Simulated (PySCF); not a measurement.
## PbO and its ions

r²SCAN; basis Pb cc-pVDZ-PP with ECP60, O cc-pVDZ; scalar-relativistic core potentials; PySCF 2.14. Neutral (UKS): singlet (closed shell), Re = 1.946 Å, ωe = 753 cm⁻¹, De = 4.64 eV, HOMO -6.16 eV, LUMO -2.63 eV.

PbO⁺ (UKS): doublet (π ↑), Re = 2.115 Å, ωe = 573 cm⁻¹. The energies at the minima are -268.12429 hartree for PbO and -267.80222 for PbO⁺.

(1) Work out the adiabatic ionisation energy, without and with harmonic zero-point energies (1 hartree = 27.2114 eV, 1 eV = 8065.5 cm⁻¹), and the change of the bond length.

Spin–orbit coupling is left out, which matters for elements this heavy, above all for dissociation energies. States were picked by a PBE0 search and need not be the measured ground states.

Results:

(1) At r²SCAN: 0.32207 hartree = 8.764 eV between the minima; the zero-point term (573.0 − 753.0)/2 cm⁻¹ = -0.011 eV makes it 8.753 eV. Re changes by +16.9 pm against the neutral. Minus the HOMO energy is 6.16 eV, -2.60 eV from the value between the minima; self-interaction puts the Kohn–Sham level too high, less so with exact exchange. The electron leaves a π orbital; in so polar a molecule the change of length follows mostly from the change of the ionic charges.
